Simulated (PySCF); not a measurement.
CBr2, SMILES Br[C]Br (connectivity only; charge and spin as stated), neutral, multiplicity 1. The structure is a stationary point at B3LYP-D3(BJ)/def2-TZVP.

These are PySCF 2.14.0 with B3LYP-D3(BJ)/def2-TZVP values and carry that method's errors.

Harmonic wavenumbers (cm⁻¹): 194, 590, 630. Rotational constants (GHz): 38.57, 1.300, 1.257; symmetry number 2.

Work out the zero-point energy and the ideal-gas rigid-rotor harmonic-oscillator thermochemistry at 298.15 K and 1 atm.

ZPE = ½ Σ hcν = ½ × 1414 cm⁻¹ = 8.46 kJ/mol. H − E(el) = 20.68 kJ/mol. Entropy in J/(mol K): translation 172.93, rotation 103.17, vibration 12.81, total 288.91. G − E(el) = -65.46 kJ/mol. Cp = 49.45 J/(mol K).
